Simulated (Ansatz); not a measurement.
Consider the ligand exchange at the Si–O bond: `O[SiH2]OC[SiH3]` + HCl → `[SiH3]CO[SiH2]Cl` + H₂O.

Isolated molecules relaxed with PBE0-D4/def2-TZVP in Ansatz; ΔE leaves out vibrations. CBS: MP2 limit from def2 TZ/QZ plus the TZ coupled-cluster correction, frozen cores. This one scheme is used for every species. One conformer a species, not always the lowest.

```
           species  CCSD(T)/CBS(def2) energy (Eh)
 `O[SiH2]OC[SiH3]`                     -771.43927
               HCl                     -460.38127
`[SiH3]CO[SiH2]Cl`                    -1155.44476
               H₂O                      -76.37941
```

Task: Work out ΔE.

Result: ΔE = (-1155.44476) + (-76.37941) − (-771.43927) − (-460.38127) = -0.00363 Eh = -9.5 kJ/mol.

Largest T1 diagnostic among the species: 0.012.
